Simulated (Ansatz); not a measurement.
Reaction (redistribution): `N[B]([GeH3])CF` + `[SiH3]/N=C/Cl` → `[SiH3]/N=[CH]\[GeH3]` + `NB(Cl)CF`

Computed with Ansatz on PBE0-D4/def2-TZVP structures; ΔE is electronic, products minus reactants. CCSD(T)/CBS is the MP2 limit (def2-TZVPP, def2-QZVPP) plus CCSD(T) − MP2 in def2-TZVPP, frozen cores. Double bonds are as drawn, so ΔE can hold a change between cis and trans. DFT in def2-TZVPP. For Ge outer-core shells are correlated without core-valence functions, which leaves a few kJ/mol of doubt a bond. Scalar relativity is left out up to krypton. One conformer a species, not always the lowest.

| level | ΔE (kcal/mol) |
| --- | --- |
| PBE0-D4 | -18.6 |
| CCSD/def2-TZVPP | -20.9 |
| CCSD(T)/def2-TZVPP | -20.5 |
| HF/CBS(def2) | -22.7 |

(1) What does CCSD(T)/CBS give? (Best estimate.)

Largest T1 diagnostic among the species: 0.013.

## Answers

(1) Computed: -20.3 kcal/mol. The listed levels differ from it by 1.7, -0.6, -0.2, -2.4 kcal/mol.

The D4 term adds −0.8 kcal/mol with B3LYP and −0.4 kcal/mol with PBE0; it sums over pairs of atoms, weighted by their polarisabilities, and B3LYP, whose exchange is more repulsive, gets the larger term. From PBE to PBE0 (25 % exact exchange), in def2-TZVPP and without D4, ΔE moves by −1.5 kcal/mol.

B3LYP here is the variant with VWN-RPA as its local correlation; programs differ in this.
